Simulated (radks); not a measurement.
Values are calculated unless marked as measured or tabulated.
Task: Ionisation of neutral antimony, [Kr] 4d10 5s2 5p3, to Sb+, [Kr] 4d10 5s2 5p2, under several functionals. Scalar-relativistic Kohn-Sham, spin-polarised, spherical densities, point nucleus; open shells are filled with parallel spins first (spin-orbit coupling, left out, can overturn this in heavy ions); a radial shooting solver on a logarithmic mesh with Libxc functionals. Known Delta-SCF values: revPBE 8.942 eV; RPBE 8.945 eV; OLYP 8.779 eV. What does LDA (Slater exchange, Perdew-Wang correlation) give, and what is its highest occupied eigenvalue?

Result: 9.044 eV by Delta-SCF; the 5p eigenvalue is -5.520 eV. NIST: 8.608 eV (measured).
